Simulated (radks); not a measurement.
The numbers below are computed, except where a source is named.
Task: Ionisation of neutral phosphorus, [Ne] 3s2 3p3, to P+, [Ne] 3s2 3p2, under several functionals. Scalar-relativistic Kohn-Sham, spin-polarised, spherical densities, finite nucleus; open shells are filled with parallel spins first; a radial shooting solver on a logarithmic mesh with Libxc functionals. The NIST Atomic Spectra Database gives 10.487 eV (measured). Rank these functionals by the error of their Delta-SCF ionisation energy: BP86; B86b exchange with PBE correlation; exchange-only r2SCAN; XLYP; PBE; exchange-only B88; LDA (Slater exchange, Perdew-Wang correlation); OLYP.

Result: From best to worst: LDA (Slater exchange, Perdew-Wang correlation) 10.519 eV (+0.032); PBE 10.538 eV (+0.051); B86b exchange with PBE correlation 10.557 eV (+0.070); BP86 10.569 eV (+0.082); OLYP 10.389 eV (-0.097); exchange-only r2SCAN 10.379 eV (-0.107); XLYP 10.252 eV (-0.234); exchange-only B88 9.893 eV (-0.594). Open shells are spherical and high-spin; term and fine-structure splittings are not resolved.
